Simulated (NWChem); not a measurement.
HTeOCl; SMILES O[Te]Cl

```xyz
4

Te     0.3296     0.4151     0.0037
Cl    -0.1984    -1.8988     0.0063
O     -1.4913     1.1859     0.0674
H     -1.8335     1.2060    -0.8370
```
Atoms are numbered in this order, from 1.

Results from NWChem. Coordinates come from a PBE0/def2-SVP optimisation. def2 effective core potentials on Te; no spin-orbit coupling. Vertical excitations in the gas phase.

Question: Predict the results for PBE/def2-SVPD, full TDDFT. Quantities: lowest excitation, singlet (eV); oscillator strength of that lowest state; orbital gap (eV).

Answer: 
```json
{
 "lowest excitation, singlet (eV)": "2.38",
 "oscillator_strength_of_that_lowest_state": "0.001",
 "orbital gap (eV)": "2.05"
}
```
